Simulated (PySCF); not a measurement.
## Electron correlation in Si¹²⁺ (silicon, charge +12)

1s2, closed-shell 1S. Computed with PySCF 2.14 in an uncontracted even-tempered set (17 s from 7.3 bohr⁻², ratio 2.2; 7 p from 11 bohr⁻², ratio 2.4; 4 d from 34 bohr⁻², ratio 2.4; 3 f from 51 bohr⁻², ratio 2.4; 3 g from 76 bohr⁻², ratio 2.4), with the spin-free X2C one-electron Hamiltonian (Gaussian nucleus). Frozen: nothing; 2 electrons correlated; the 12 highest virtual orbitals of each spin left out.

With two correlated electrons CCSD is exact within the correlated space (frozen core and kept virtual orbitals).

```json
{"level": "CCSD", "correlation energy (mhartree)": "-46.15"}
```

Diagnostics: T1 = 1.3e-05, D1 = 0.0000, largest double amplitude 0.003.

Cost of the coupled-cluster step: roughly 5 core-seconds, for 2 correlated electrons.

Iterations:

```
CC2 = 0
CCSD nocc = 1, nmo = 94
frozen orbitals [94, 95, 96, 97, 98, 99, 100, 101, 102, 103, 104, 105]
max_cycle = 100
direct = 0
conv_tol = 1e-08
conv_tol_normt = 1e-06
diis_space = 8
diis_start_cycle = 0
Init t2, MP2 energy = -187.87039586897  E_corr(MP2) -0.0453084582678523
Init E_corr(CCSD) = -0.0453084582678525
cycle = 1  E_corr(CCSD) = -0.0461213629808285  dE = -0.000812904713  norm(t1,t2) = 0.00026508
cycle = 2  E_corr(CCSD) = -0.0461521551051994  dE = -3.07921244e-05  norm(t1,t2) = 1.08292e-05
cycle = 3  E_corr(CCSD) = -0.0461533364004152  dE = -1.18129522e-06  norm(t1,t2) = 4.85318e-07
cycle = 4  E_corr(CCSD) = -0.0461533339847516  dE = 2.41566366e-09  norm(t1,t2) = 5.92553e-09
CCSD converged
E(CCSD) = -187.8712407446866  E_corr = -0.04615333398475156
```
